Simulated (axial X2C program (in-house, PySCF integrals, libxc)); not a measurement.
## CsI: from Re and ωe to a spectrum

A bond curve at the PBE0 level, with spin–orbit coupling, was computed with an in-house all-electron X2C program for linear molecules (integrals from PySCF) (basis Cs dyall-v2z [12s13p7d], I dyall-v2z [9s9p7d] (cores contracted in-house)) for the state Ω = 0 (closed shell). Its fit gives Re = 3.3195 Å, ωe = 121.1 cm⁻¹, ωexe = 0.253 cm⁻¹ and αe = 6.565e-05 cm⁻¹; the masses are 132.9054 and 126.9045 u. Two-component means X2C with spin–orbit coupling and atomic mean-field Coulomb and Gaunt terms.

Find the reduced mass, Be and the force constant.

From the PBE0 values: μ = 64.9178 u. Be = 16.8576/(μ Re²) = 0.02357 cm⁻¹. k = 5.8918×10⁻⁷ μ ωe² = 0.561 mdyn/Å.

Where do the fundamental and the first overtone lie?

ν(1←0) = ωe − 2ωexe = 120.6 cm⁻¹; ν(2←0) = 2ωe − 6ωexe = 240.7 cm⁻¹.

Estimate De from a Morse curve and compare with the computed well depth of 3.279 eV to Cs + I.

De(Morse) = ωe²/(4ωexe) = 1.797 eV against 3.279 eV computed, a ratio of 0.55. The extrapolation falls short: long-range attraction (ionic or ion–induced dipole) or a change of character along the curve can cause this.

A Morse curve ties αe to the other constants (Pekeris). How well does that hold?

αe(Morse) = 6Be²/ωe × (√(ωexe/Be) − 1) = 6.264e-05 cm⁻¹; the PBE0 curve gives 6.565e-05 cm⁻¹, a ratio of 0.95.

Estimate the centrifugal constant by the Kratzer relation.

D = 4Be³/ωe² = 3.57e-09 cm⁻¹.

Occupations by symmetry block were frozen at the best pattern of an incomplete PBE0 search. De is counted from the lowest determinant-based energies of the atoms at the same level, without counterpoise correction. Without a current term, density functionals place determinants with orbital angular momentum somewhat too high.
